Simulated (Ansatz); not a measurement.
Job for Ansatz (a program for electronic structure): R-wB97M-V/def2-TZVPP on GeH3NS (SMILES [NH2][Ge][SH]), a point of a torsion scan.

Ansatz 0.2 input:
```yaml
crystal:
  periodic: [false, false, false]
  atoms:
    - {symbol: N, position_ang: [-1.13496387, 0.12892624, 0.17765195]}
    - {symbol: Ge, position_ang: [0.17499509, -0.79353905, 1.03088266]}
    - {symbol: S, position_ang: [1.92667145, 0.46969378, 0.31086435]}
    - {symbol: H, position_ang: [-1.05970524, 0.90861634, -0.46058101]}
    - {symbol: H, position_ang: [-2.10544946, -0.12929116, 0.27309349]}
    - {symbol: H, position_ang: [1.23687627, 1.59422700, 0.20565036]}
basis:
  gaussian:
    orbitals: def2-TZVPP
hamiltonian:
  xc: {name: wB97M-V}
scf: {lower_state_search: off}
```

Question: Predict the final total energy.

Answer: -2531.6733 hartree.

Question: How many basis functions does it have, and what does it roughly cost on one machine?

Answer: 163 functions; very roughly 6 core-seconds.
